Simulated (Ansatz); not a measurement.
Sn2Au⁺. Charge 1, multiplicity 3. Geometry B3LYP-D4/def2-TZVP, that of the neutral doublet.

```xyz
3

Au    0.963    0.925   -0.823
Sn   -1.569   -0.059   -0.408
Sn    0.606   -0.866    1.230
```

In the def2 sets Au, Sn take a core potential; there is no spin–orbit coupling. The structure comes from a short search, and lower isomers may exist.

Problem. Estimate the α-spin orbital energies around the gap (eV) in Ansatz with PBE-D4/def2-TZVP, r2SCAN-D4/def2-TZVP, PBE0-D4/def2-TZVP.

Solution. 
```tsv
orbital	PBE-D4/def2-TZVP	r2SCAN-D4/def2-TZVP	PBE0-D4/def2-TZVP
HOMO−5	-12.72	-13.00	-14.00
HOMO−4	-12.45	-12.75	-13.92
HOMO−3	-12.37	-12.70	-13.91
HOMO−2	-11.40	-11.57	-12.13
HOMO−1	-10.15	-10.48	-11.02
HOMO	-9.70	-9.97	-10.43
LUMO	-7.94	-7.96	-7.32
LUMO+1	-7.89	-7.82	-7.29
LUMO+2	-7.60	-7.43	-6.79
LUMO+3	-5.56	-5.29	-4.87
LUMO+4	-4.48	-4.11	-3.87
LUMO+5	-3.33	-2.78	-2.70
β HOMO	-11.24	-11.46	-11.91
β LUMO	-9.12	-8.84	-8.34
```
